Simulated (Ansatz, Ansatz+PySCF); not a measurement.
```xyz
2

N     0.0000    0.0000   -1.0978
N     0.0000    0.0000    1.0978
```

Basis set: cc-pVDZ (spherical functions). Charge 0, multiplicity 1.

Computed with Ansatz (development build ahead of 0.2.0); each method stands on the lowest determinant of its kind that the runs found. Restricted functionals stand beside restricted open-shell atoms, which can lie above the unrestricted atoms usual in DFT and then raise those values.

(1) Give the atomization energy at this shape (free ground-state atoms in the same class of orbitals less the molecule, no zero-point energy) of singlet N2 by ωB97X (unrestricted), r²SCAN (unrestricted), PBE0 (unrestricted), PBE (unrestricted), r²SCAN (restricted), PBE (restricted), ωB97X (restricted), PBE0 (restricted), UHF.

Answers

(1)

```json
{"method": "ωB97X (unrestricted)", "atomization energy": "40.7 kJ/mol"}
{"method": "r²SCAN (unrestricted)", "atomization energy": "43.8 kJ/mol"}
{"method": "PBE0 (unrestricted)", "atomization energy": "38.4 kJ/mol"}
{"method": "PBE (unrestricted)", "atomization energy": "75.0 kJ/mol"}
{"method": "r²SCAN (restricted)", "atomization energy": "-360.3 kJ/mol"}
{"method": "PBE (restricted)", "atomization energy": "-168.7 kJ/mol"}
{"method": "ωB97X (restricted)", "atomization energy": "-499.0 kJ/mol"}
{"method": "PBE0 (restricted)", "atomization energy": "-464.3 kJ/mol"}
{"method": "UHF", "atomization energy": "-20.5 kJ/mol"}
```

Caution: the shape is not the minimum. Caution for ωB97X (unrestricted), PBE0 (unrestricted), ωB97X (restricted), UHF: the determinant breaks the point group. Caution for ωB97X (unrestricted), PBE0 (unrestricted), UHF: the unrestricted determinant is a mixture of spin states. Caution for r²SCAN (unrestricted), PBE (unrestricted): the unrestricted determinant is spin contaminated. Caution for r²SCAN (restricted), PBE (restricted), ωB97X (restricted), PBE0 (restricted): an unrestricted determinant lies well below; the molecule lies well above its atoms at this level.
